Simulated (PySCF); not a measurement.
**3-tert-butylfuran: full NMR table**

| Property | Result |
| --- | --- |
| Formula | C8H12O |
| SMILES | CC(C)(C)c1ccoc1 |
| InChI | InChI=1S/C8H12O/c1-8(2,3)7-4-5-9-6-7/h4-6H,1-3H3 |
| Point group of the computed structure | Cs |
| Degrees of unsaturation | 3 |
| Carbon signals | 6 |
| Proton signals | 4 |

Mapped SMILES: `[CH3:1][C:2]([CH3:3])([CH3:4])[c:5]1[cH:6][cH:7][o:8][cH:9]1`; H(Xn) means a hydrogen on atom n.

- shieldings: GIAO KT3/pcSseg-1
- PBE0-D3(BJ)/def2-SVP structure
- code: PySCF
- rapidly exchanging positions averaged, one conformer, relativity neglected, no solvent

Shifts are taken against calculated references (same method and geometry level): 1H, 13C against TMS; 17O vs H2O.

| carbon | δC, type | δH (multiplicity) | HMBC from (2–3 bonds) | span of the C tensor (ppm) |
| --- | --- | --- | --- | --- |
| C1/C3/C4 | 31.5, CH3 | 1.25 (s) | H(C1)/H(C3)/H(C4) | 46 |
| C2 | 32.8, C | – | H(C9), H(C6), H(C1)/H(C3)/H(C4) | 12 |
| C5 | 130.0, C | – | H(C7), H(C9), H(C6), H(C1)/H(C3)/H(C4) | 148 |
| C6 | 104.2, CH | 6.38 (m) | H(C7), H(C9) | 158 |
| C7 | 134.7, CH | 7.25 (m) | H(C9), H(C6) | 125 |
| C9 | 128.9, CH | 7.06 (m) | H(C7), H(C6) | 114 |

Other nuclei:
```
atoms  nucleus           environment  δ (ppm)  σ (ppm)
   O8      17O  aromatic ring oxygen    283.4     45.7
```

Carbon types of the structure: 2 × C, 3 × CH, 3 × CH3, which accounts for all hydrogens. δC 134.7, 128.9: aromatic CH next to the ring oxygen. δC 130.0: substituted aromatic carbon. δC 104.2: aromatic CH. δC 32.8: quaternary sp3 carbon on an aromatic ring; aliphatic region, no heteroatom directly attached. δC 31.5: methyl carbon; a saturated carbon with 1 carbon neighbour and no heteroatom attached.

Shifts are as computed, not scaled to solution data. Of 1211 compounds with measured shifts, 218 miss one by over three times the rms of a fit or turn the order of signals round; such compounds aren't used in these exercises. Unscaled 17O shifts of doubly bonded oxygen tend to come out too high, by tens of ppm or more. Experimental scales use liquid or dissolved standards, which lie at an offset from isolated H2O (liquid H2O: subtract about 36 ppm). Multiplicities follow the n + 1 count of equivalent neighbours, as no J values were calculated; m marks all less simple cases, F and P coupling included.
